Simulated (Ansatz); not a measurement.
Abridged output of a molecular run in Ansatz:

```
Functional definition: HF
1339 factors; integrals over basis functions are off by at most 9.4e-4 eV
mean field evaluation 1: about -23895.2914 eV, gradient 4.4e1 eV
mean field evaluation 2: about -23895.5287 eV, gradient 4.5e1 eV
mean field evaluation 4: about -23899.2996 eV, gradient 2.8e0 eV
mean field evaluation 8: about -23899.3610 eV, gradient 1.7e-1 eV
mean field -23899.36112343 eV, -878.2853217171 hartree, gradient 7.3e-6 eV, S^2 0.000000; 0 other end points of the search recorded, 0 dependent functions left out
13 core orbitals not correlated: weight in the atoms' cores, before any rotation towards them, 1.000 or more for the frozen orbitals, at most 0.000 for the correlated occupied ones
reference -23899.36112343 eV, -878.2853217171 hartree; 16, 16 occupied and 190, 190 virtual orbitals, 1339 factors
second order -26.72204203 eV of doubles, -0.00000000 eV of singles
cycle   1  -26.77055190 eV  change   -4.9e-2 eV  update   1.1e-1
cycle   2  -27.35381395 eV  change   -5.8e-1 eV  update   3.3e-2
cycle   3  -27.50122640 eV  change   -1.5e-1 eV  update   1.7e-2
cycle   4  -27.48141003 eV  change    2.0e-2 eV  update   3.2e-3
cycle   5  -27.47889429 eV  change    2.5e-3 eV  update   1.4e-3
cycle   6  -27.48012127 eV  change   -1.2e-3 eV  update   4.0e-4
cycle   7  -27.47998020 eV  change    1.4e-4 eV  update   1.4e-4
cycle   8  -27.47986900 eV  change    1.1e-4 eV  update   4.3e-5
cycle   9  -27.47987568 eV  change   -6.7e-6 eV  update   1.7e-5
perturbative correction -0.79178864 eV, -0.0290976957 hartree
Total energy: -23927.63278774 eV, -879.3242862175 hartree
```

Its atoms:

Z-matrix (Å, degrees):
```
Si
Si 1 2.355
F 1 1.602 2 109.8
H 1 1.485 2 110.1 3 119.6
H 1 1.485 2 110.1 3 -119.6
F 2 1.591 1 109.9 3 58.9
F 2 1.591 1 109.9 3 -59.0
H 2 1.483 1 114.2 3 179.9
```

Problem. Which basis set was used?
A. def2-SVP
B. def2-TZVPP
C. def2-TZVPPD
D. def2-SVPD

Solution. B. It gives 219 functions.

Problem. Write the keys of the input that set method, charge and spin (a neutral closed shell needs none for the last two).

Solution. 
```yaml
correlation: {method: ccsd_t}
```
